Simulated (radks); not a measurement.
Task: These are the eigenvalues of the occupied orbitals of an atom or ion with whole-number occupations (hartree). Method: scalar-relativistic Kohn-Sham, BLYP, spin-polarised, spherical densities, finite nucleus; Fermi nuclear charge, rms radius of each element as measured or else 0.836 A^(1/3) + 0.57 fm; computed with a radial shooting solver on a logarithmic mesh with Libxc functionals.

orbital  eigenvalue
1s down   -768.7691
1s up     -768.7689
2s up     -111.1915
2s down   -111.1734
2p up     -99.71094
2p down   -99.69737
3s up     -20.78851
3s down   -20.77888
3p up     -17.02196
3p down   -17.01108
3d up     -10.92634
3d down   -10.90959
4s up      -4.40885
4s down    -4.32040
4p up      -3.35841
4p down    -3.26490
4d up      -1.83854

Which element is it, and in what charge state? The configuration may be excited. Open shells, if any, are filled with parallel spins first.

Result: Z = 43, technetium, charge +4: Tc4+ in [Kr] 4d3. The list shows which subshells hold electrons but not how many an open one holds; the 1s level, -768.77 hartree, gives Z - s = 39.2 by -(Z - s)^2/2, which with screening and relativity narrows Z to a few neighbours, and the depths of the outer levels then fix element, charge and occupations together.
